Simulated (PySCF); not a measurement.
C₃H₁₄Si₃. Atoms are numbered in the order given.

```xyz
20

C     -0.8475    -1.7399     0.9629
C      0.1308    -0.8768     0.1654
C      1.5390    -0.9211     0.7762
Si     2.9278    -0.0408    -0.1594
Si    -0.5301     0.9006    -0.0357
Si    -2.7695     0.8854    -0.7373
H     -0.9959    -1.3436     1.9811
H     -1.8378    -1.8007     0.4834
H     -0.4672    -2.7700     1.0658
H      0.1844    -1.2756    -0.8654
H      1.8551    -1.9764     0.8804
H      1.5213    -0.5189     1.8057
H      2.8736    -0.3857    -1.6148
H      4.2458    -0.4848     0.3908
H      2.8412     1.4450    -0.0221
H     -0.4210     1.6315     1.2693
H      0.2833     1.6464    -1.0485
H     -3.6689     0.3854     0.3493
H     -2.9250    -0.0177    -1.9219
H     -3.2166     2.2587    -1.1262
```

Geometry optimised at PBE0-D3(BJ)/def2-SVP. The structure was generated by enumeration; whether it is a known compound was not checked. Other conformers were not sampled.

The numbers are results of PBE0/pcSseg-1 in PySCF, not measurements.

GIAO shieldings, no solvent; atoms listed in one row are averaged. δ = σ(ref) − σ: ¹³C against TMS (σ = 186.3 ppm); ²⁹Si against TMS (σ = 352.7 ppm); ¹H against TMS (σ = 31.56 ppm), references at their B3LYP-D3(BJ)/def2-TZVP geometries, non-relativistic.

Computed chemical shifts:
```csv
nucleus,atoms,count,δ (ppm)
¹³C,C1,1,27.6
¹³C,C2,1,19.1
¹³C,C3,1,18.8
²⁹Si,Si5,1,-59.3
²⁹Si,Si4,1,-65.3
²⁹Si,Si6,1,-107.7
¹H,H17,1,4.45
¹H,"H13, H14, H15",3,4.22
¹H,H16,1,3.91
¹H,"H18, H19, H20",3,3.79
¹H,"H7, H8, H9",3,1.45
¹H,H11,1,1.30
¹H,H10,1,1.12
¹H,H12,1,0.97
```
